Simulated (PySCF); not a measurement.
(Z)-1-chloropent-1-ene (C5H9Cl), SMILES C(CC)/C=C\Cl. The structure is a stationary point at PBE0-D3(BJ)/def2-SVP. One conformer was computed; it need not be the lowest.

Computed equilibrium geometry at PBE0-D3(BJ)/def2-SVP (PySCF confirms it by a frequency run) as Cartesian coordinates in Å (one conformer of several):
```xyz
15

C     -3.1435     0.1802     0.0528
C     -1.8803    -0.6147    -0.2334
C     -0.7162     0.2656    -0.6915
C      0.5148    -0.5159    -1.0060
C      1.6769    -0.4862    -0.3525
Cl     1.9932     0.5220     1.0194
H     -2.9722     0.9301     0.8414
H     -3.4895     0.7192    -0.8439
H     -3.9643    -0.4724     0.3865
H     -2.0853    -1.3798    -1.0027
H     -1.5704    -1.1693     0.6683
H     -0.4890     1.0148     0.0830
H     -1.0247     0.8254    -1.5932
H      0.4662    -1.2144    -1.8501
H      2.5340    -1.1008    -0.6346
```
